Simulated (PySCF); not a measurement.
Species: hexafluorocyclopropane, C3F6.
Cartesian coordinates in Å at the GFN2-xTB level; atoms count from 1:
```
atom  x, y, z in Å
F1     1.7736   -0.1475    0.8440
C2     0.8545   -0.1740   -0.1200
F3     1.4063   -0.5027   -1.2873
C4    -0.2937    0.8232   -0.0887
F5    -0.3685    1.7068    0.9057
F6    -0.7304    1.3584   -1.2279
C7    -0.5556   -0.6472    0.1995
F8    -1.2183   -1.3835   -0.6913
F9    -0.8544   -1.0274    1.4410
```

The closed-shell ground state was solved at several levels (PySCF, density fitting, gas phase, non-relativistic). The dipole stays under 0.02 D at every level.

| level | basis functions | HOMO (eV) | LUMO (eV) | gap (eV) |
| --- | --- | --- | --- | --- |
| B3LYP/pcJ-1 | 243 | -9.38 | -0.77 | 8.61 |
| PBE0/pcSseg-1 | 153 | -9.62 | -0.57 | 9.05 |

(1) What might PBE0/def2-SVPD (198 basis functions) give for the same quantities?

(2) Over all these levels, which gives the widest orbital gap and which the narrowest?

Results:

(1) HOMO -9.81 eV, LUMO -0.91 eV, gap 8.90 eV.

(2) PBE0/pcSseg-1 (global hybrid, 25 % exact exchange) has the widest, 9.05 eV, and B3LYP/pcJ-1 (global hybrid, 20 % exact exchange) the narrowest, 8.61 eV. Functional and basis both differ between the two, so the spread mixes both effects.
